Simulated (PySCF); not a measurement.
An equivalent PySCF input for Br (bromine, neutral), [Ar] 3d10 4s2 4p5, 2P determinant, with scalar relativity by spin-free X2C-1e:

```python
from pyscf import gto, scf, dft, mp, cc
import basis_set_exchange as bse
mol = gto.M(atom="Br 0 0 0", charge=0, spin=1, symmetry="D2h",
            basis=gto.basis.parse(bse.get_basis("x2c-TZVPall", elements=["Br"], fmt="nwchem", header=False)),
            nucmod="G")
mf = dft.UKS(mol, xc="MN15").sfx2c1e()
mf.irrep_nelec = {'Ag': (6, 6), 'B1g': (1, 1), 'B2g': (1, 1), 'B3g': (1, 1), 'B1u': (3, 3), 'B2u': (3, 3), 'B3u': (3, 2)}
mf.kernel()
```

It reaches the same state as the run whose output follows, with an energy that differs only through the grid. The run itself started from symmetry-adapted Hartree-Fock orbitals and held the occupation by maximum overlap, on a logarithmic radial grid, so the iterations belong to that start.

```
SCF conv_tol = 1e-09
number electrons alpha = 18  beta = 17
XC functionals = MN15
    H. S. Yu, X. He, S. L. Li, and D. G. Truhlar.,  Chem. Sci. 7, 5032-5051 (2016)
    H. S. Yu, X. He, S. L. Li, and D. G. Truhlar.,  Chem. Sci. 7, 5032-5051 (2016)
cycle= 1 E= -2607.79495950296  delta_E= -0.0308  |g|= 0.211  |ddm|= 0.279
cycle= 2 E= -2607.7966601237  delta_E= -0.0017  |g|= 0.159  |ddm|= 0.128
cycle= 3 E= -2607.79929319025  delta_E= -0.00263  |g|= 0.00741  |ddm|= 0.0614
cycle= 4 E= -2607.7993102808  delta_E= -1.71e-05  |g|= 0.00093  |ddm|= 0.00852
cycle= 5 E= -2607.79931071126  delta_E= -4.3e-07  |g|= 6.69e-05  |ddm|= 0.000994
cycle= 6 E= -2607.79931071475  delta_E= -3.49e-09  |g|= 4.4e-06  |ddm|= 8.76e-05
cycle= 7 E= -2607.79931071476  delta_E= -1.5e-11  |g|= 6.46e-07  |ddm|= 9.11e-06
converged SCF energy = -2607.79931071476  <S^2> = 0.75285741  2S+1 = 2.0028554
```
